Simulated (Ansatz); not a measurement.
Input file for Ansatz (a quantum-chemistry and plane-wave program): U-B3LYP/def2-TZVPP on CuC, 2S+1 = 4, a spin state set in the input, which need not be the lowest, a point of a bond scan (R = 1.817 Å).

Ansatz 0.2 input:
```yaml
crystal:
  periodic: [false, false, false]
  atoms:
    - {symbol: Cu, position_ang: [0.00000000, 0.00000000, 0.00000000]}
    - {symbol: C, position_ang: [0.00000000, 0.00000000, 1.81661600]}
basis:
  gaussian:
    orbitals: def2-TZVPP
    pivot_positions_ang: [[0.00000000, 0.00000000, 0.00000000], [0.00000000, 0.00000000, 1.81661600]]
hamiltonian:
  xc: {name: B3LYP}
magnetization: {spin_polarized: true, initial_magnetization: 3}
output: {forces: true, orbitals: {seedname: ./end}}
```

Output:

```
WARN ansatz: RAYON_NUM_THREADS=2 ignored (pool sized by the plan → 2); use --threads N
Functional definition: B3LYP
integrals: 0.03 GiB planned
753 factors; their error is unknown
mean field: 0.39 GiB planned
mean field evaluation 1: about -45669.3684 eV, gradient 2.9e1 eV
mean field evaluation 2: about -45648.0838 eV, gradient 6.4e1 eV
mean field evaluation 4: about -45673.1112 eV, gradient 1.6e1 eV
mean field evaluation 8: about -45673.6238 eV, gradient 1.0e-1 eV
mean field evaluation 16: about -45673.6501 eV, gradient 3.0e-4 eV
mean field -45673.65008675 eV, -1678.4756819762 hartree, gradient 2.8e-5 eV, S^2 3.769912; 1 other end points of the search recorded, 0 dependent functions left out
the calculation of the forces begins
reference -45673.65028175 eV, -1678.4756891422 hartree; 19, 16 occupied and 76, 79 virtual orbitals, 753 factors
Total energy: -45673.65028175 eV, -1678.4756891422 hartree
Atom 0 at     0.000000     0.000000     0.000000 Å, force    -0.000000     0.000000     0.012931 eV/Å
Atom 1 at     0.000000     0.000000     1.816616 Å, force     0.000000    -0.000000    -0.012931 eV/Å
Dipole moment:     0.000000    -0.000000    -0.743864 e Å
```

The run converged.

Cost: very roughly 4 core-seconds.
